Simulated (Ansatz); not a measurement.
Molecule: sum formula SiBr2Cl (charge 0, doublet). It need not be the lowest isomer of its formula. 
Coordinates optimised at B3LYP-D3(BJ)/def2-TZVP (Ansatz, a quantum-chemistry and plane-wave program):
```
Si
Cl 1 2.0607
Br 1 2.2341 2 109.41
Br 1 2.2341 2 109.41 3 120.93
```
Charge 0, spin multiplicity 2.

Dipole moments at this geometry, in debye (magnitudes).

```json
[
 {"level": "SVWN5/def2-TZVPD", "program": "Ansatz", "dipole (D)": "0.42"},
 {"level": "r2SCAN/def2-TZVPD", "program": "Ansatz", "dipole (D)": "0.49"},
 {"level": "B97M-V/def2-TZVPD", "program": "Ansatz", "dipole (D)": "0.56"},
 {"level": "PBE0/def2-TZVPD", "program": "Ansatz", "dipole (D)": "0.52"},
 {"level": "BHLYP/def2-TZVPD", "program": "Ansatz", "dipole (D)": "…"},
 {"level": "r2SCANh/def2-TZVPD", "program": "Ansatz", "dipole (D)": "0.52"},
 {"level": "r2SCAN0/def2-TZVPD", "program": "Ansatz", "dipole (D)": "0.57"},
 {"level": "LC-wPBE/def2-TZVPD", "program": "Ansatz", "dipole (D)": "0.58"},
 {"level": "CCSD(T)/def2-SVPD", "program": "Ansatz", "dipole (D)": "…"}
]
```

**Question.** What belongs in the gaps?

**Answer.** 
- BHLYP/def2-TZVPD, dipole (D): 0.66
- CCSD(T)/def2-SVPD, dipole (D): 0.54
